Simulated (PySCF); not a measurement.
C7H8ClN.
SMILES: `CC/C=C\C(Cl)=C\C#N`

Vertical excitations from PySCF (density fitting, frozen core in the response, grid level 2 and gas phase unless stated; continuum runs use non-equilibrium linear response for the excitations) on a GFN2-xTB geometry. Reference run:

```csv
settings,"S1, eV (f)","S2, eV (f)","S3, eV (f)","S4, eV (f)","S5, eV (f)","S6, eV (f)","T1, eV (Tamm–Dancoff)",mean α (au)
"PBE0/def2-SVPD, full TDDFT, 6 singlets",4.74 (0.396),5.48 (0.062),5.78 (0.013),5.99 (0.001),6.30 (0.073),6.56 (0.003),2.83,108.4
```

Q: What do these settings give: (1) KT2/def2-SVP, full TDDFT, 3 singlets; (2) wB97X/def2-SVPD, IEF-PCM dimethylsulfoxide, energy threshold 1e-07 Eh, full TDDFT, 3 singlets?

A: 
```json
{"settings": "KT2/def2-SVP, full TDDFT, 3 singlets", "S1, eV (f)": "4.48 (0.323)", "S2, eV (f)": "4.85 (0.044)", "S3, eV (f)": "5.09 (0.032)", "S4, eV (f)": "–", "S5, eV (f)": "–", "S6, eV (f)": "–", "T1, eV (Tamm–Dancoff)": "–", "mean α (au)": "96.7"}
{"settings": "wB97X/def2-SVPD, IEF-PCM dimethylsulfoxide, energy threshold 1e-07 Eh, full TDDFT, 3 singlets", "S1, eV (f)": "4.80 (0.536)", "S2, eV (f)": "6.09 (0.200)", "S3, eV (f)": "6.62 (0.006)", "S4, eV (f)": "–", "S5, eV (f)": "–", "S6, eV (f)": "–", "T1, eV (Tamm–Dancoff)": "3.00", "mean α (au)": "146.9"}
```

(1) S1 moves by -0.26 eV; functional and basis change together, so the shift can't be laid on one. (2) S1 moves by +0.06 eV; functional and environment change together, so the shift can't be laid on one. States are counted by energy in each run and needn't keep their character from row to row.

KT2 was designed for NMR shieldings or shifts; total energies of different functionals aren't comparable.

Q: Which orbital pairs make up S1 in each run, and how does it sit against the orbital gap?

A: 
```csv
settings,S1 configurations (weight),S1 (eV),orbital gap (eV),S1 − gap (eV)
"PBE0/def2-SVPD, full TDDFT, 6 singlets",H→L 0.97,4.74,5.18,-0.44
"KT2/def2-SVP, full TDDFT, 3 singlets",H→L 0.94,4.48,3.38,+1.10
"wB97X/def2-SVPD, IEF-PCM dimethylsulfoxide, energy threshold 1e-07 Eh, full TDDFT, 3 singlets",H→L 0.97,4.80,9.35,-4.55
```

The species at its GFN2-xTB geometry (one conformer only).

Shape of the structure used: `[CH3:1][CH2:2]/[CH:3]=[CH:4]\[C:5]([Cl:6])=[CH:7]\[C:8]#[N:9]`: C1–C2–C3–C4 144°, C3–C4–C5–Cl6 -146°.
